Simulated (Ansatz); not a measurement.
`C=[CH][SnH2][F]` + H₂S → `[F][SnH2][SH]` + `C=C` at 500 K and 1 bar (ligand exchange at the Sn–C bond).

Isolated molecules relaxed with PBE0-D4/def2-TZVP in Ansatz; ΔE leaves out vibrations. CCSD(T)/CBS adds triple-zeta CCSD(T) − MP2 to the extrapolated MP2 energy (def2 sets, frozen cores). This one scheme is used for every species. def2 core potentials past Kr. For Sn outer-core shells are correlated without core-valence functions, which leaves a few kJ/mol of doubt a bond. One conformer a species, not always the lowest.

```
          species  CCSD(T)/CBS energy (Eh)  H − E (kJ/mol)  S (J/(mol·K))
`C=[CH][SnH2][F]`               -392.92056           192.4          396.3
              H₂S               -398.97279            57.0          224.0
  `[F][SnH2][SH]`               -713.44162           100.7          369.2
            `C=C`                -78.48111           155.1          245.3
```

H − E and S are ideal-gas, rigid-rotor, harmonic terms from PBE0-D4/def2-TZVP, for one conformer and one mirror image of each species. 1 Eh = 2625.50 kJ/mol, R = 8.31446 J/(mol·K).

Task: By hand: ΔE, ΔH, ΔS and ΔG.

Result: ΔE = (-713.44162) + (-78.48111) − (-392.92056) − (-398.97279) = -0.02938 Eh = -77.1 kJ/mol. Δ(H − E) = 100.7 + 155.1 − 192.4 − 57.0 = 6.4, so ΔH = -70.7 kJ/mol. ΔS = 369.2 + 245.3 − 396.3 − 224.0 = -5.8 J/(mol·K). ΔG = -70.7 − 500 × (-5.8)/1000 = -67.8 kJ/mol.

Task: By hand: the equilibrium constant, and the temperature at which ΔG would vanish if ΔH and ΔS stayed fixed.

Result: log₁₀ K = −ΔG/(RT ln 10) = 7.1. ΔG = 0 at ΔH/ΔS = 12190 K, far beyond where these terms or the molecules hold.

The number of gas molecules stays the same, so ΔS is small and ΔH decides. A doubt of 5 kJ/mol in ΔE shifts log₁₀ K by 0.5 here. Other conformers and mirror images would add mixing entropy, several J/(mol·K) or more a flexible species. These are equilibria of isolated gas molecules and say nothing of rates. Largest T1 diagnostic: 0.013 (customary marks: 0.02 for closed shells, 0.045 for open ones).
